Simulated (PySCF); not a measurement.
**Basis-set dependence of NaI at PBE0**

PySCF, UKS reference; singlet, unpaired electrons none; De to Na + I without counterpoise correction.

```
                     basis                           relativity  functions  Re (Å)  ωe (cm⁻¹)  De (eV)  μ (D)
                  def2-SVP  scalar-relativistic core potentials         41   2.721        254     3.22  -8.99
                x2c-SVPall                        spin-free X2C         51   2.703        263     3.25  -8.62
                 def2-SVPD  scalar-relativistic core potentials         53   2.734        250     3.28  -9.16
aug-cc-pVDZ/aug-cc-pVDZ-PP  scalar-relativistic core potentials         59   2.736        250     3.23  -9.12
        cc-pVTZ/cc-pVTZ-PP  scalar-relativistic core potentials         73   2.723        257     3.21  -8.90
                def2-TZVPP  scalar-relativistic core potentials         82   2.714        256     3.23  -8.93
```

Q: How does each smaller set differ from the one with most functions, def2-TZVPP?

A: def2-SVP: +0.7 pm, -0.8 % in ωe, -0.01 eV in De; x2c-SVPall: -1.1 pm, +2.7 % in ωe, +0.02 eV in De; def2-SVPD: +2.0 pm, -2.3 % in ωe, +0.05 eV in De; aug-cc-pVDZ/aug-cc-pVDZ-PP: +2.2 pm, -2.3 % in ωe, +0.00 eV in De; cc-pVTZ/cc-pVTZ-PP: +0.9 pm, +0.4 % in ωe, -0.02 eV in De. All at PBE0; the set with most functions is neither the basis-set limit nor always the best. The rows treat relativity differently, so the differences are not basis effects alone.

A positive dipole means Na(−)I(+). Spin–orbit coupling is left out, which matters for elements this heavy, above all for dissociation energies.
